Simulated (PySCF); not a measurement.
## Cs (caesium, neutral) across methods

[Xe] 6p1, 2P determinant (an excited configuration). All numbers are calculated (PySCF 2.14, a scalar-relativistic core potential, in def2-QZVPPD with the def2 core potential (46 electrons) (6s5p4d3f, 62 functions)).

```json
{"method": "PBE", "E (hartree)": "-20.1019", "mean ε 5p α (eV)": "-14.744", "mean ε 5p β (eV)": "-14.716", "mean ε 6p α (eV)": "-1.514", "Σ⟨r²⟩ (bohr²)": "99.88", "⟨S²⟩": "0.750"}
{"method": "r2SCAN", "E (hartree)": "-20.1047", "mean ε 5p α (eV)": "-15.186", "mean ε 5p β (eV)": "-15.176", "mean ε 6p α (eV)": "-1.466", "Σ⟨r²⟩ (bohr²)": "100.9", "⟨S²⟩": "0.750"}
{"method": "UHF", "E (hartree)": "-19.81128", "mean ε 5p α (eV)": "-19.715", "mean ε 5p β (eV)": "-19.677", "mean ε 6p α (eV)": "-2.298", "Σ⟨r²⟩ (bohr²)": "114.1", "⟨S²⟩": "0.750"}
{"method": "TPSSh", "E (hartree)": "-20.1007", "mean ε 5p α (eV)": "-15.459", "mean ε 5p β (eV)": "-15.435", "mean ε 6p α (eV)": "-1.555", "Σ⟨r²⟩ (bohr²)": "101.3", "⟨S²⟩": "0.750"}
{"method": "M06", "E (hartree)": "-20.0554", "mean ε 5p α (eV)": "-16.011", "mean ε 5p β (eV)": "-15.989", "mean ε 6p α (eV)": "-1.577", "Σ⟨r²⟩ (bohr²)": "105.7", "⟨S²⟩": "0.750"}
{"method": "B97-3", "E (hartree)": "-20.1006", "mean ε 5p α (eV)": "-16.287", "mean ε 5p β (eV)": "-16.276", "mean ε 6p α (eV)": "-1.718", "Σ⟨r²⟩ (bohr²)": "103.6", "⟨S²⟩": "0.750"}
{"method": "revPBE", "E (hartree)": "-20.1302", "mean ε 5p α (eV)": "-14.749", "mean ε 5p β (eV)": "-14.727", "mean ε 6p α (eV)": "-1.527", "Σ⟨r²⟩ (bohr²)": "100.1", "⟨S²⟩": "0.750"}
{"method": "LDA", "E (hartree)": "-20.0210", "mean ε 5p α (eV)": "-14.720", "mean ε 5p β (eV)": "-14.690", "mean ε 6p α (eV)": "-1.476", "Σ⟨r²⟩ (bohr²)": "100.3", "⟨S²⟩": "0.750"}
{"method": "PBE0", "E (hartree)": "-20.0946", "mean ε 5p α (eV)": "-16.210", "mean ε 5p β (eV)": "-16.180", "mean ε 6p α (eV)": "-1.780", "Σ⟨r²⟩ (bohr²)": "102.1", "⟨S²⟩": "0.750"}
```

Energies and moments cover only the electrons outside the core potential. Spin-orbit coupling, absent here, splits the open shell strongly.
